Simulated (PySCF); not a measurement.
First SCF of a structure search on singlet ClWN, at a hand-made linear geometry. PySCF input:

```python
from pyscf import gto, scf, dft
mol = gto.M(atom='''
W      0.000000     0.000000     0.000000
N      0.000000     0.000000    -1.800000
Cl     0.000000     0.000000     2.360000''',
    basis={'W': 'def2-TZVP', 'N': 'def2-TZVP', 'Cl': 'def2-TZVP'},
    ecp={'W': 'def2-TZVP'},
    charge=0, spin=0)
mf = dft.RKS(mol, xc='PBE0')
mf.grids.atom_grid = (50, 194)
aux = {'W': 'def2-universal-JKFIT', 'N': 'def2-universal-JKFIT', 'Cl': 'def2-universal-JKFIT'}
mf = mf.density_fit(auxbasis=aux)
mf.conv_tol = 1e-08
mf.diis_space = 10
mf.max_cycle = 60
mf.init_guess = 'minao'
mf.verbose = 4
mf.kernel()
```

Excerpt of the output (cycles and frontier levels):

```
init E= -562.638527739044
  HOMO = -0.292648845473865  LUMO = -0.289270172832237  gap/eV = 0.09194
cycle= 1 E= -581.220892281493  delta_E= -18.6  |g|=  1.4  |ddm|=  7.9
cycle= 2 E= -573.31313852849  delta_E= 7.91  |g|= 4.95  |ddm|= 4.12
  HOMO = -0.202105144885465  LUMO = -0.18504852867412  gap/eV = 0.46413
cycle= 3 E= -581.63869189262  delta_E= -8.33  |g|= 0.512  |ddm|= 3.54
  HOMO = -0.2950109546387  LUMO = -0.255515380394989  gap/eV = 1.07473
cycle= 4 E= -581.602623803431  delta_E= 0.0361  |g|= 0.634  |ddm|= 0.901
  HOMO = -0.277030302237134  LUMO = -0.2361344909425  gap/eV = 1.11283
cycle= 5 E= -581.70615564445  delta_E= -0.104  |g|= 0.0677  |ddm|= 0.465
  HOMO = -0.268519143790303  LUMO = -0.22310544608661  gap/eV = 1.23577
cycle= 6 E= -581.707106348098  delta_E= -0.000951  |g|= 0.0216  |ddm|= 0.0773
  HOMO = -0.269932933071268  LUMO = -0.223370582478017  gap/eV = 1.26703
cycle= 7 E= -581.70720214252  delta_E= -9.58e-05  |g|= 0.00479  |ddm|= 0.0195
  HOMO = -0.270021374985019  LUMO = -0.223393865830897  gap/eV = 1.26880
cycle= 8 E= -581.707207102645  delta_E= -4.96e-06  |g|= 0.00219  |ddm|= 0.005
  HOMO = -0.270049646124946  LUMO = -0.223354012205266  gap/eV = 1.27065
cycle= 9 E= -581.707209227252  delta_E= -2.12e-06  |g|= 0.000592  |ddm|= 0.00436
  HOMO = -0.270062689735454  LUMO = -0.223356177790329  gap/eV = 1.27095
cycle= 10 E= -581.707210813249  delta_E= -1.59e-06  |g|= 0.000477  |ddm|= 0.00589
  HOMO = -0.270080478473215  LUMO = -0.223380117983176  gap/eV = 1.27078
cycle= 11 E= -581.707207284481  delta_E= 3.53e-06  |g|= 0.000435  |ddm|= 0.0143
  HOMO = -0.27013686100981  LUMO = -0.223450445290886  gap/eV = 1.27040
cycle= 12 E= -581.707201813358  delta_E= 5.47e-06  |g|= 0.000354  |ddm|= 0.0328
  HOMO = -0.270143742940989  LUMO = -0.223468805163284  gap/eV = 1.27009
cycle= 13 E= -581.707200130526  delta_E= 1.68e-06  |g|= 0.000279  |ddm|= 0.0247
  HOMO = -0.270071593890226  LUMO = -0.223422382526827  gap/eV = 1.26939
cycle= 14 E= -581.707200041081  delta_E= 8.94e-08  |g|= 0.000524  |ddm|= 0.00266
  HOMO = -0.270105992865951  LUMO = -0.223435738888989  gap/eV = 1.26996
cycle= 15 E= -581.707200047175  delta_E= -6.09e-09  |g|= 2.85e-05  |ddm|= 0.00465
  HOMO = -0.270108483121926  LUMO = -0.223443798921773  gap/eV = 1.26981
Extra cycle  E= -581.707200045258  delta_E= 1.92e-09  |g|= 0.00011  |ddm|= 0.000141
converged SCF energy = -581.707200045258
```

This is not the lowest solution: another start and a stability analysis within the same restricted form found one 71.5 kJ/mol lower, at -581.73443 Eh.

Stability towards spin polarisation was not tested. No spin–orbit coupling is included, which matters more the heavier the element.

The search for the lowest solution, 3 starts and the stability check together, took 12 s on 2 threads of a shared Arm Neoverse V2 host, with 108 basis functions; the process peaked at 0.46 GiB.
